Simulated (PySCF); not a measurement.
PySCF job for BH3N, SMILES B=[NH2+], charge +1, B3LYP/pcSseg-2. Geometry optimised at TPSSh-D3(BJ)/def2-TZVP. The isomer is the one that the SMILES or the coordinates give; other isomers of the formula were not compared.

```python
import numpy as np
from pyscf import gto, scf, dft
from pyscf.prop.nmr import rks as nmr

mol = gto.M(
    atom='''
    B     0.00000000    0.00000000    0.78610112
    N     0.00000000    0.00000000   -0.52890061
    H     0.00000000   -0.00000000    1.95625494
    H     0.00000000    0.85290596   -1.09222816
    H     0.00000000   -0.85290597   -1.09222815
    ''',
    basis='pcSseg-2',
    charge=1,
    spin=0,
    max_memory=1600,
    verbose=3,
)
mf = dft.RKS(mol, xc='b3lyp')
mf.grids.level = 3
mf.conv_tol = 1e-10
mf.max_cycle = 100
mf.kernel()
n = nmr.NMR(mf)
n.verbose = 2
n.max_cycle_cphf = 60
sigma = n.kernel()
print('atom   isotropic/ppm   span/ppm')
for i, s in enumerate(sigma):
    w = np.linalg.eigvalsh((s + s.T) / 2)
    print(f'{mol.atom_symbol(i):2s}{i + 1:3d} {w.mean():14.3f} {w[2] - w[0]:11.3f}')
```

It prints:

```
converged SCF energy = -81.1482571737507
atom   isotropic/ppm   span/ppm
B   1         40.282     181.534
N   2        167.952     245.355
H   3         25.811       5.307
H   4         24.831      11.021
H   5         24.831      11.021
```

The run converged.
